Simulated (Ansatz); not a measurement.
W₂F₄. The state is a quintet with charge 0. Geometry r2SCAN-D4/def2-SVP; atoms count from 1.

Cartesian coordinates in Å:
```
W 1.146 0.229 -0.227
W -1.147 -0.229 0.227
F 1.801 -1.204 -1.267
F -1.801 1.204 1.268
F 1.543 1.897 0.564
F -1.543 -1.897 -0.564
```

In the def2 sets W takes a core potential; there is no spin–orbit coupling. At PBE0-D4/def2-TZVP a triplet of charge 0 lies 1.06 eV below the quintet, each at its own geometry. The structure comes from a short search, and lower isomers may exist.

Question: Estimate the Mulliken populations from the PBE0/def2-TZVP orbitals of Ansatz.

Answer: 
| atom | charge (e) | spin (α − β) | d electrons |
| --- | --- | --- | --- |
| W1 | 0.80 | 1.92 | 4.06 |
| W2 | 0.80 | 1.92 | 4.06 |
| F3 | -0.40 | 0.04 | – |
| F4 | -0.40 | 0.04 | – |
| F5 | -0.40 | 0.04 | – |
| F6 | -0.40 | 0.04 | – |
Mulliken values depend strongly on the basis.

Question: Where does the spin sit?

Answer: Summed by element: W 3.85, F 0.15, of 4 unpaired in all. Largest on single atoms: W1 1.92, W2 1.92, F5 0.04.

Question: And the Mayer bond orders between heavy atoms (over 0.3)?

Answer: W1–W2 2.76 (2.38 Å); W1–F3 0.95 (1.89 Å); W1–F5 0.95 (1.89 Å); W2–F4 0.95 (1.89 Å); W2–F6 0.95 (1.89 Å).
